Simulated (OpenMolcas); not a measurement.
neutral phosphorus: effect of the basis set

```json
{
  "Program": "OpenMolcas",
  "Method": "SS-CASPT2, IPEA 0.25 Eh, imaginary shift 0.1 Eh (closed shells correlated: 2s 2p 3s)",
  "Active space": "3 electrons in 3 orbitals (3p)",
  "State averaging": "2S+1 = 4 odd, 1 root; 2S+1 = 2 odd, 8 roots",
  "Spin-orbit coupling": "state interaction with AMFI integrals over the reference wave functions, term energies averaged over their components"
}
```

A. ANO-RCC-VDZP [4s3p1d], DKH2, point nucleus; CASPT2 step roughly 0.6 core-seconds
B. ANO-RCC-VTZP [5s4p2d1f], DKH2, point nucleus; CASPT2 step roughly 0.7 core-seconds
C. ANO-L-VTZP [5s4p2d1f], non-relativistic, point nucleus; CASPT2 step about 1.1 core-seconds
D. ANO-R2 [5s4p3d1f], X2C, finite nucleus; CASPT2 step about 1.7 core-seconds
E. ANO-RCC-VQZP [6s5p3d2f1g], DKH2, point nucleus; CASPT2 step about 0.9 core-seconds
F. ANO-R3 [6s5p4d2f1g], X2C, finite nucleus; CASPT2 step roughly 2.1 core-seconds

Energies in cm-1 above 3s2 3p3 4S* 3/2, the measured ground level; measured values from NIST Handbook of Basic Atomic Spectroscopic Data.

```json
{"Level": "3s2 3p3 4S* 3/2", "A": "0.0", "B": "0.0", "C": "0.0", "D": "0.0", "E": "0.0", "F": "0.0", "Measured": "0.0"}
{"Level": "3s2 3p3 2D* 3/2", "A": "13730", "B": "12020", "C": "12140", "D": "12340", "E": "11450", "F": "11730", "Measured": "11361"}
{"Level": "3s2 3p3 2D* 5/2", "A": "13740", "B": "12030", "C": "12150", "D": "12340", "E": "11450", "F": "11740", "Measured": "11377"}
{"Level": "3s2 3p3 2P* 1/2", "A": "21930", "B": "20290", "C": "20500", "D": "20760", "E": "19640", "F": "19850", "Measured": "18723"}
{"Level": "3s2 3p3 2P* 3/2", "A": "21940", "B": "20300", "C": "20500", "D": "20770", "E": "19650", "F": "19860", "Measured": "18748"}
```

Deviations, from unrounded energies. A percentage is the sum of absolute deviations over the sum of measured energies, with the sign that they share, or ± where signs differ.

| Against measurement | Levels | A | B | C | D | E | F |
| --- | --- | --- | --- | --- | --- | --- | --- |
| mean absolute deviation (cm-1) | 4 | 2800 | 1100 | 1300 | 1500 | 500 | 740 |
| other terms of the ground configuration (%) | 4 | +18.5 | +7.4 | +8.4 | +10.0 | +3.3 | +4.9 |

E lies closest to measurement on these levels and A furthest from it. The largest miss of E in the table is 3s2 3p3 2P* 1/2, by +920 cm-1. The ranking rests on the paired levels alone, and a cruder setting can come out closer through cancelling errors.

Among A to F the level of the table that moves most is 3s2 3p3 2P* 1/2, by 2300 cm-1 (lowest in E, highest in A). Moves below CASPT2's spread within the term are not significant.

CASPT2 breaks the degeneracy within a term, and the mean is taken; among the terms shown or strongly mixed into the levels shown the widest spread is 360 cm-1 (3s2 3p3 2D*, A). With the s shell closed, the reference lacks s² → p² mixing. Some terms miss by over 15 % even with CASPT2, which points to a basis or an active space too small for the shells correlated (holds for A). Measured partners are found by configuration, term and J. A level has none where our copy of the source lacks it or the pairing is in doubt (some pairs that miss far off the trend of their configuration count as doubtful), and it then counts in no deviation. Levels of configurations outside the active space are missing.

* marks odd parity.
